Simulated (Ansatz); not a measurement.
One change: `O[SiH2]S[SiH](F)F` becomes `F[SiH](F)S[SiH2]Cl`.

Ansatz, PBE0-D4/def2-TZVP geometries, multiplicity 1. Each molecule was computed in one conformer, which needn't be the lowest.

```csv
property,`O[SiH2]S[SiH](F)F`
LUMO energy (B3LYP/def2-TZVPP) / eV,-0.43
HOMO–LUMO gap (B3LYP/def2-TZVPP) / eV,7.56
size of the dipole moment (PBE/def2-TZVPP) / D,2.39
HOMO–LUMO gap (PBE0/def2-TZVPP) / eV,8.06
HOMO energy (B3LYP/def2-TZVPP) / eV,-7.99
HOMO–LUMO gap (PBE/def2-TZVPP) / eV,5.95
```

Q: Give the same properties after the change, and the shifts. (An estimate is asked.)

A: Ansatz gave: 
| property | `F[SiH](F)S[SiH2]Cl` | shift |
| --- | --- | --- |
| LUMO energy (B3LYP/def2-TZVPP) / eV | -0.57 | -0.14 |
| HOMO–LUMO gap (B3LYP/def2-TZVPP) / eV | 7.58 | 0.02 |
| size of the dipole moment (PBE/def2-TZVPP) / D | 0.95 | -1.44 |
| HOMO–LUMO gap (PBE0/def2-TZVPP) / eV | 8.05 | -0.01 |
| HOMO energy (B3LYP/def2-TZVPP) / eV | -8.15 | -0.16 |
| HOMO–LUMO gap (PBE/def2-TZVPP) / eV | 5.90 | -0.05 |

Dipoles are sizes alone; their direction can turn.

Positive LUMOs are unbound, so they and the gaps depend on the basis.

B3LYP here is the variant with VWN-RPA as its local correlation; programs differ in this.
